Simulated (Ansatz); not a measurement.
CHF2, charge -1, singlet, geometry from GFN2-xTB (a gas-phase anion, which may not be bound at this level); R2SCAN/6-31G run with Ansatz (a program for electronic structure).

The Ansatz input:
Ansatz 0.2 input:
```yaml
crystal:
  periodic: [false, false, false]
  atoms:
    - {symbol: C, position_ang: [-0.12204909, -0.00422136, 0.64509125]}
    - {symbol: F, position_ang: [-0.02347795, 1.13289904, -0.27210005]}
    - {symbol: F, position_ang: [0.00314120, -1.13074558, -0.28187669]}
    - {symbol: H, position_ang: [0.91532526, 0.00594698, 1.11524321]}
basis:
  gaussian:
    orbitals: 6-31G
hamiltonian:
  xc: r2scan
total_charge: -1
```

The log (banner, timings and long lists left out):

```
Functional definition: r2SCAN
313 factors; integrals over basis functions are off by at most 2.4e-4 eV
mean field evaluation 1: about -6478.5787 eV, gradient 3.0e1 eV
mean field evaluation 2: about -6476.4469 eV, gradient 4.8e1 eV
mean field evaluation 4: about -6480.2606 eV, gradient 1.3e0 eV
mean field evaluation 8: about -6480.2588 eV, gradient 2.5e-3 eV
mean field -6480.25882249 eV, -238.1451192492 hartree, gradient 4.0e-5 eV, S^2 0.000000; 0 other end points of the search recorded, 0 dependent functions left out
reference -6480.25882552 eV, -238.1451193606 hartree; 13, 13 occupied and 16, 16 virtual orbitals, 313 factors
Total energy: -6480.25882552 eV, -238.1451193606 hartree
```
